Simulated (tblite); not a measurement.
Compound: C₅H₁₂BClO.
SMILES with atom numbers: `[CH3:1][O+:2]([CH3:3])[BH2-:4][C@@H:5]1[CH2:6][C@H:7]1[Cl:8]` (hydrogens: H9, H10, H11 on C1; H12, H13, H14 on C3; H15, H16 on B4; H17 on C5; H18, H19 on C6; H20 on C7)

Computed with GFN2-xTB (tblite), gas phase: L-BFGS steps from a force-field or distance-geometry start until the largest atomic force falls under 0.01 eV/Å.

Step 134: E = -724.9115 eV
```
atom  x, y, z in Å  |  force x, y, z in eV/Å
C1     -2.4292    1.0611    0.0882   -0.114   0.039   0.099
O2     -1.3370    0.1659    0.1487    0.022   0.073   0.141
C3     -1.4927   -0.9520   -0.7070    0.054   0.037   0.054
B4      0.1293    0.9331   -0.0618   -0.036   0.008  -0.032
C5      1.1871   -0.1788    0.4192   -0.134   0.008  -0.026
C6      2.6734    0.0535    0.4918    0.055   0.055  -0.104
C7      2.1073   -0.8882   -0.5194    0.001  -0.020  -0.066
Cl8     2.3651   -2.6246   -0.3206    0.034  -0.023   0.004
H9     -2.1987    1.8803    0.7721   -0.069  -0.064  -0.133
H10    -3.3408    0.5526    0.4250    0.071   0.019  -0.060
H11    -2.5832    1.4558   -0.9221    0.057  -0.004   0.052
H12    -1.4306   -0.6560   -1.7554   -0.058   0.008  -0.086
H13    -0.6847   -1.6400   -0.4825    0.111  -0.056  -0.031
H14    -2.4443   -1.4443   -0.5059   -0.099   0.015  -0.008
H15     0.1635    1.2192   -1.2163    0.086   0.008  -0.033
H16     0.0738    1.8722    0.6636   -0.011  -0.071   0.014
H17     0.7952   -0.8141    1.2114    0.158   0.056   0.060
H18     3.2367   -0.3415    1.3257   -0.056  -0.042  -0.050
H19     3.0662    0.9857    0.1049   -0.053  -0.039   0.083
H20     2.1386   -0.6291   -1.5720   -0.019  -0.007   0.123
```

Step 135: E = -724.9170 eV
```
atom  x, y, z in Å  |  force x, y, z in eV/Å
C1     -2.4330    1.0593    0.0753   -0.024   0.009  -0.027
O2     -1.3414    0.1652    0.1561    0.050   0.019   0.079
C3     -1.4844   -0.9519   -0.7040    0.005   0.018   0.024
B4      0.1268    0.9344   -0.0404    0.003  -0.011  -0.021
C5      1.1881   -0.1765    0.4378   -0.017   0.010  -0.012
C6      2.6810    0.0514    0.4801   -0.104  -0.095  -0.023
C7      2.0875   -0.8876   -0.5191    0.019   0.053  -0.054
Cl8     2.3584   -2.6178   -0.3299    0.030  -0.123   0.013
H9     -2.2050    1.8831    0.7447   -0.044   0.080   0.010
H10    -3.3431    0.5568    0.4100   -0.051  -0.042  -0.021
H11    -2.5783    1.4460   -0.9392    0.057  -0.030   0.030
H12    -1.4128   -0.6527   -1.7520   -0.048   0.007  -0.053
H13    -0.6784   -1.6417   -0.4759    0.093  -0.034  -0.013
H14    -2.4405   -1.4454   -0.5178   -0.044   0.035  -0.001
H15     0.1724    1.2207   -1.1957    0.068   0.030   0.003
H16     0.0676    1.8671    0.6926   -0.022  -0.056  -0.006
H17     0.8118   -0.8062    1.2411    0.137   0.041   0.059
H18     3.2638   -0.3460    1.3028   -0.127  -0.041  -0.104
H19     3.0666    0.9795    0.0932    0.009   0.130  -0.010
H20     2.0878   -0.6270   -1.5722    0.012   0.001   0.128
```

Step 136: E = -724.9233 eV
```
atom  x, y, z in Å  |  force x, y, z in eV/Å
C1     -2.4407    1.0450    0.0602    0.017   0.033  -0.065
O2     -1.3371    0.1655    0.1743   -0.033  -0.007  -0.049
C3     -1.4414   -0.9464   -0.7026   -0.066   0.006  -0.052
B4      0.1204    0.9619    0.0021    0.074  -0.118   0.014
C5      1.1867   -0.1550    0.4623    0.139  -0.062  -0.031
C6      2.6880    0.0447    0.4372   -0.180  -0.020  -0.115
C7      2.0346   -0.9092   -0.5156    0.030   0.166   0.111
Cl8     2.3018   -2.6429   -0.3100   -0.019  -0.018   0.030
H9     -2.2530    1.8634    0.7504   -0.061   0.039   0.003
H10    -3.3584    0.5213    0.3460    0.028   0.019  -0.057
H11    -2.5392    1.4502   -0.9565    0.024  -0.090   0.129
H12    -1.3279   -0.6355   -1.7483   -0.042  -0.024   0.085
H13    -0.6450   -1.6419   -0.4495    0.022   0.026  -0.015
H14    -2.4105   -1.4396   -0.5665    0.079   0.073   0.008
H15     0.1770    1.2665   -1.1488    0.037   0.063   0.045
H16     0.0478    1.8702    0.7650   -0.025  -0.056  -0.064
H17     0.8324   -0.7573    1.2968    0.156   0.046   0.037
H18     3.2942   -0.3450    1.2482   -0.155  -0.021  -0.148
H19     3.0771    0.9624    0.0130   -0.067  -0.060   0.060
H20     1.9881   -0.6676   -1.5703    0.043   0.006   0.072
```

**Question.** Estimate the geometry and energy of step 137. (The exact step hangs on the optimiser's Hessian estimate; all steps are aligned on step 136, rigid shifts and turns removed.)

**Answer.** E = -724.9254 eV, largest force 0.180 eV/Å
```
atom  x, y, z in Å  |  force x, y, z in eV/Å
C1     -2.4365    1.0503    0.0600    0.048   0.029  -0.068
O2     -1.3372    0.1651    0.1775   -0.022   0.061  -0.054
C3     -1.4565   -0.9491   -0.6908    0.064  -0.063  -0.080
B4      0.1195    0.9544   -0.0111    0.100  -0.147   0.028
C5      1.1880   -0.1612    0.4488   -0.091  -0.025   0.079
C6      2.6807    0.0469    0.4414    0.017   0.115   0.023
C7      2.0501   -0.9014   -0.5167    0.007  -0.099  -0.055
Cl8     2.3395   -2.6353   -0.3202   -0.040   0.009   0.026
H9     -2.2544    1.8610    0.7596   -0.064   0.046   0.036
H10    -3.3572    0.5230    0.3264    0.006   0.042  -0.045
H11    -2.5183    1.4696   -0.9519    0.008  -0.105   0.106
H12    -1.3501   -0.6464   -1.7397   -0.015  -0.026   0.088
H13    -0.6630   -1.6542   -0.4380   -0.071   0.103  -0.050
H14    -2.4295   -1.4250   -0.5458    0.015  -0.012   0.021
H15     0.1789    1.2530   -1.1647    0.003   0.063   0.075
H16     0.0533    1.8623    0.7522   -0.020  -0.031  -0.078
H17     0.8421   -0.7701    1.2764    0.033  -0.013   0.151
H18     3.2763   -0.3508    1.2515   -0.061  -0.016  -0.037
H19     3.0607    0.9716    0.0356    0.036   0.047  -0.005
H20     2.0084   -0.6529   -1.5632    0.048   0.022  -0.163
```

The energy changes by -0.0021 eV. The first-order estimate −F·Δx gives -0.0103 eV and the mean of the old and new forces, exact on a quadratic surface, -0.0022 eV. The step makes an angle of 79° with the force vector and moves no atom by more than 0.040 Å.

The cost below is that of the whole relaxation. The run took 2.2 s of wall time on Arm Neoverse N1, one thread, shared host with 64 logical CPUs at a one-minute load of 61.
